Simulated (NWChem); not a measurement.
A series in which one site is exchanged, each optimised at PBE0/def2-SVP with NWChem, gas phase unless a solvent is named. For some, no frequency run checked for a minimum. def2 effective core potentials on Sn; no spin-orbit coupling.

A: [F][SnH]([CH3])[F] (CH4F2Sn; site = Sn)
B: [CH3][GeH]([F])[F] (CH4F2Ge; site = Ge)
C: F[SiH](F)C (CH4F2Si; site = Si)
D: CC(F)F (C2H4F2; site = C)

```csv
quantity,A,B,C,D
"dipole (D), PBE0/def2-SVP",4.09,3.18,(withheld),2.07
"orbital gap (eV), PBE0/def2-SVP",8.60,10.35,(withheld),11.53
"vertical ionisation energy, ΔSCF, PBE0/def2-SVP (eV)",11.32,11.73,(withheld),12.18
```

Fill in the missing entries.


- dipole (D), PBE0/def2-SVP, C: 2.27
- orbital gap (eV), PBE0/def2-SVP, C: 10.91
- vertical ionisation energy, ΔSCF, PBE0/def2-SVP (eV), C: 11.81
